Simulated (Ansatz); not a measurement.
All numbers were calculated with Ansatz.

`[Cl][Ti]([Cl])([Cl])[c]1ccccc1` at its PBE0-D4/def2-TZVP geometry, where that method's forces vanish. Charge 0, multiplicity 1.

```tsv
atom	x (Å)	y (Å)	z (Å)
Cl1	-2.118	-3.061	0.899
Ti2	-0.110	-2.255	1.174
Cl3	0.302	-1.765	3.255
Cl4	1.428	-3.539	0.311
C5	-0.036	-0.497	0.192
C6	1.180	-0.019	-0.308
C7	1.246	1.228	-0.908
C8	0.103	2.008	-1.014
C9	-1.109	1.545	-0.520
C10	-1.180	0.298	0.081
H11	2.080	-0.620	-0.234
H12	2.191	1.592	-1.296
H13	0.156	2.983	-1.486
H14	-2.000	2.156	-0.606
H15	-2.134	-0.053	0.460
```

Question: For each bond, give half the difference of the two atoms' forces along it (eV/Å; positive pushes the atoms apart) under PBE-D4, r2SCAN-D4, B3LYP-D4, ωB97M-V in def2-TZVPP. (Best estimate.)

Answer: The calculation gave: 
| bond | length (Å) | PBE-D4 | r2SCAN-D4 | B3LYP-D4 | ωB97M-V |
| --- | --- | --- | --- | --- | --- |
| Cl1–Ti2 | 2.181 | 0.14 | 0.10 | 0.16 | 0.03 |
| Ti2–Cl4 | 2.181 | 0.14 | 0.10 | 0.16 | 0.03 |
| Ti2–C5 | 2.015 | -0.08 | -0.02 | -0.03 | 0.01 |
| C5–C6 | 1.398 | 0.11 | 0.07 | 0.06 | 0.00 |
| C5–C10 | 1.398 | 0.11 | 0.07 | 0.06 | 0.00 |
| C6–C7 | 1.386 | 0.10 | 0.08 | 0.09 | 0.09 |
| C6–H11 | 1.085 | 0.02 | -0.09 | -0.15 | -0.09 |
| C7–C8 | 1.388 | 0.12 | 0.09 | 0.11 | 0.03 |
| C7–H12 | 1.084 | 0.01 | -0.09 | -0.14 | -0.10 |
| C8–C9 | 1.388 | 0.12 | 0.09 | 0.11 | 0.03 |
| C8–H13 | 1.084 | -0.01 | -0.10 | -0.15 | -0.09 |
| C9–C10 | 1.386 | 0.10 | 0.08 | 0.09 | 0.09 |
| C9–H14 | 1.084 | 0.01 | -0.09 | -0.14 | -0.10 |
| C10–H15 | 1.085 | 0.02 | -0.09 | -0.15 | -0.09 |

B3LYP here is the variant with VWN-RPA as its local correlation; programs differ in this.
